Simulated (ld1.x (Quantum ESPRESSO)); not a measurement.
The numbers below are computed, except where a source is named.
## Potentials for F compared

Generated with ld1.x 7.5 (TM, RRKJ, ultrasoft, PAW), atompaw 4.2 or ONCVPSP 4.0.1. The cutoff is in Ry: for ld1.x and atompaw files where the sum of valence levels is converged to 10 mRy in a Bessel basis, for ONCV files where the hardest occupied wave has 1 mHa per electron of residual kinetic energy. The error is the largest all-electron minus pseudo excitation energy over each file’s own four to seven test configurations (ionisations up to +4, promotions, holes and added fractions of an electron), all of which were solved. The labels leave out finer settings (local radius, basis sizes, second energies), which also bear on the numbers. Spin-polarised tests are not counted. The rows are a selection from randomly drawn settings: files with unsolved tests, undetermined cutoffs or missed reference levels are left out.

A true bound ghost makes a file unfit for plane-wave use even where its test errors are small: the radial tests pick states by their node count and pass the ghost by.

```csv
potential,cutoff (Ry),largest error (meV),bound ghosts
"PAW, revPBE, non-relativistic, rc 0.80/2.10/1.65 (spd), local smoothed, core correction yes, reference 2s1.5 2p5.5",21,-151,none
"TM, LDA (PZ), scalar-relativistic, rc 0.60/0.85/0.80 (spd), local d, core correction yes, reference 2s2 2p3.5",200,+40,none
"TM, PW91, non-relativistic, rc 0.55/1.10 (sp), local s, core correction yes, reference 2s2 2p5",230,+880,none
"PAW, revPBE, scalar-relativistic, rc 0.75/1.40/1.45 (spd), local smoothed, core correction yes, reference 2s2 2p5",55,-59,s
"PAW, LDA (PZ), scalar-relativistic, rc 0.60/1.45 (sp), local smoothed, core correction yes, reference 2s1 2p6",90,-114,none
"PAW, PBE, non-relativistic, rc 0.65/1.70 (sp), local smoothed, core correction yes, reference 2s2 2p5",80,-261,none
```

Problem. Fill in the row for F: RRKJ, PBEsol, non-relativistic, rc 0.75/1.40/1.40 (spd), local s, core correction no, reference 2s1.5 2p5.5.

Solution. cutoff 100 Ry, largest error +3261 meV, bound ghosts: none.
